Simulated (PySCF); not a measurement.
Excitation energy of Zr by level of theory

Zr [Kr] 4d2 5s2 (3F) → Zr [Kr] 4d1 5s2 5p1 (high-spin determinant), as a difference of total energies. All numbers are calculated (PySCF 2.14, scalar relativity through the core potential, in aug-cc-pVTZ-PP with ECP28MDF (6s6p5d3f2g, 88 functions)). Correlated levels: valence: 4s2 4p6 frozen. The calculations carry no spin-orbit coupling.

```tsv
method	excitation energy (eV)
UHF	2.876
PBE0	3.166
B3LYP	3.253
SCS-MP2 (valence)	2.838
```

**Question.** Estimate what MP2 (valence) gives.

**Answer.** 2.923 eV, closest to UHF among the rows shown.

**Question.** Estimate what wB97M-V gives.

**Answer.** 3.045 eV, closest to PBE0 among the rows shown.

The determinant of the upper state mixes LS terms, which raises its energy above the lowest term, most at the Hartree-Fock and MP2 levels.
